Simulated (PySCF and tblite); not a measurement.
The numbers below are computed, except where a source is named.
Molecule: C4H11GaO, numbered as in [CH3:1][O+:2]1[CH2:3][CH2:4][CH2:5][GaH2-:6]1; H are named by their carrier, a and b as at the first point (Å):

```
C1       2.126   -0.500   -0.384
O2       0.803   -0.299    0.066
C3      -0.204   -0.747   -0.835
C4      -1.547   -0.527   -0.150
C5      -1.661    0.928    0.330
Ga6      0.078    1.233    1.339
H1a      2.347   -1.571   -0.456
H1b      2.781   -0.038    0.354
H1c      2.288   -0.029   -1.359
H3a     -0.146   -0.173   -1.770
H3b     -0.042   -1.810   -1.061
H4a     -1.597   -1.197    0.715
H4b     -2.349   -0.800   -0.842
H5a     -1.746    1.589   -0.545
H5b     -2.596    1.041    0.888
H6a      1.087    2.376    0.976
H6b      0.391    0.556    2.711
```

The mean out-of-plane torsion at O2 (0° is planar) is held and the rest relaxed at GFN2-xTB. Energies: PBE0/pcSseg-1 + D3(BJ). Couplings: B3LYP/pcseg-1 with H pcJ-1, gas phase, for ¹H. Programs: tblite and PySCF.

Spin–orbit effects of heavy atoms are missing.

Question: How do the most sensitive couplings change along the out-of-plane angle?

Answer: 
```json
{"out-of-plane angle °": "-16", "³J(H3b,H4a)": "6.0", "³J(H3a,H4b)": "3.1", "³J(H5a,H6a)": "0.0", "²J(H3a,H3b)": "-7.4", "³J(H5b,H6a)": "-0.7", "³J(H4b,H5a)": "5.7", "²J(H6a,H6b)": "30.0"}
{"out-of-plane angle °": "-9", "³J(H3b,H4a)": "6.8", "³J(H3a,H4b)": "3.6", "³J(H5a,H6a)": "-0.4", "²J(H3a,H3b)": "-7.4", "³J(H5b,H6a)": "-1.1", "³J(H4b,H5a)": "5.5", "²J(H6a,H6b)": "30.7"}
{"out-of-plane angle °": "0", "³J(H3b,H4a)": "7.5", "³J(H3a,H4b)": "4.0", "³J(H5a,H6a)": "-0.7", "²J(H3a,H3b)": "-7.6", "³J(H5b,H6a)": "-1.4", "³J(H4b,H5a)": "5.1", "²J(H6a,H6b)": "30.9"}
{"out-of-plane angle °": "8", "³J(H3b,H4a)": "8.2", "³J(H3a,H4b)": "4.5", "³J(H5a,H6a)": "-1.0", "²J(H3a,H3b)": "-8.0", "³J(H5b,H6a)": "-1.7", "³J(H4b,H5a)": "4.8", "²J(H6a,H6b)": "31.1"}
{"out-of-plane angle °": "16", "³J(H3b,H4a)": "8.6", "³J(H3a,H4b)": "4.8", "³J(H5a,H6a)": "-1.3", "²J(H3a,H3b)": "-8.6", "³J(H5b,H6a)": "-1.9", "³J(H4b,H5a)": "4.5", "²J(H6a,H6b)": "31.1"}
```
Values in Hz.

Question: Set ³J(H3b,H4a) against its H–C–C–H torsion.

Answer: 43°: 8.6 Hz, 44°: 8.2 Hz, 47°: 7.5 Hz, 50°: 6.8 Hz, 53°: 6.0 Hz.
